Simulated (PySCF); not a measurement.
## Correlation energy of Cu+ (copper, charge +1)

[Ar] 3d10, closed-shell 1S. Calculation: PySCF 2.14, in x2c-SVPall; scalar relativity by spin-free X2C-1e. Frozen: [Ar]; 10 electrons correlated.

Total MP2 correlation energy: -274.92 mhartree.

Same-spin part -105.30 and opposite-spin part -169.62 mhartree; SCS-MP2 scales them by 1/3 and 6/5 to -238.64 mhartree.

```csv
level,correlation energy (mhartree)
CCSD,-242.42
(T),-10.67
CCSD(T),-253.09
```

Diagnostics: T1 = 0.016, D1 = 0.0226, largest double amplitude 0.027.

Cost of the coupled-cluster step: 0.3 s of wall time on 1 thread of Neoverse-N1 (shared host), for 10 correlated electrons.
